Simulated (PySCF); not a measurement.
## Telling isomers of C₅H₁₀N₂O₂Si apart by NMR

Non-relativistic, gas phase, one conformer, equivalent nuclei averaged. Shieldings: GIAO PBE0/pcSseg-1; GFN2-xTB geometry; PySCF 2.14.

Referencing at the same level of theory: ¹H (σ = 31.72 ppm) and ¹³C (σ = 186.93 ppm) vs TMS. Where no couplings were computed, multiplicities follow the n + 1 count of equivalent neighbours, and m marks all less simple cases (inequivalent or close neighbours, rings, F or P nearby). Acid and N–H amide carbonyl carbons lie up to 10 ppm further downfield in solution (hydrogen bonding). Shifts are as computed. Against solution values, carbons near 30 ppm lie about +3 ppm off and those near 130 ppm about +5 ppm. Of 1309 compounds with measured shifts, 239 miss one by over three times the rms of a fit or turn the order of signals round; such compounds aren't used in these exercises. Groups on amide-type nitrogens are kept apart (slow C–N rotation). OH and NH positions are gas-phase values without hydrogen bonding to other molecules.

(1) Tabulate the signals of `CO[Si@@H](O)n1ccc(N)c1`, `C=C([SiH2]N)C(=O)CC(N)=O` and their relative energies.

(2) What is the quickest way to tell CO[Si@@H](O)n1ccc(N)c1 from C=C([SiH2]N)C(=O)CC(N)=O?

Results:

(1) 
```json
{"SMILES": "CO[Si@@H](O)n1ccc(N)c1", "carbon types": "1×C 3×CH 1×CH3", "δC": "143.2, 124.5, 108.1, 104.2, 52.1", "δH": "6.39 (m, 1H), 6.25 (m, 1H), 6.04 (m, 1H), 4.84 (s, 1H), 3.83 (s, 3H), 2.82 (br s, 2H), 2.23 (br s, 1H)", "E rel. (kcal/mol)": "0.0"}
{"SMILES": "C=C([SiH2]N)C(=O)CC(N)=O", "carbon types": "3×C 2×CH2", "δC": "214.3, 168.2, 159.4, 146.8, 56.5", "δH": "7.19 (br s, 1H), 6.62 (br s, 1H), 6.60 (br, 1H), 5.14 (s, 2H), 4.40 (br, 1H), 3.66 (s, 2H), 0.45 (br s, 2H)", "E rel. (kcal/mol)": "40.3"}
```

Energies are electronic energies at PBE0/pcSseg-1 on these geometries, without zero-point or thermal terms, each for the one conformer computed, which needn't be the lowest.

(2) Both give the same number of carbon signals, but DEPT or the intensities differ. The first has an aromatic CH next to a ring nitrogen at 124.5 ppm, the second a ketone carbonyl carbon (C) at 214.3 ppm. Their most deshielded carbons lie at 143.2 and 214.3 ppm. In the proton spectra the most deshielded non-exchanging signals are 6.39 (m, 1H) and 7.19 (br s, 1H).
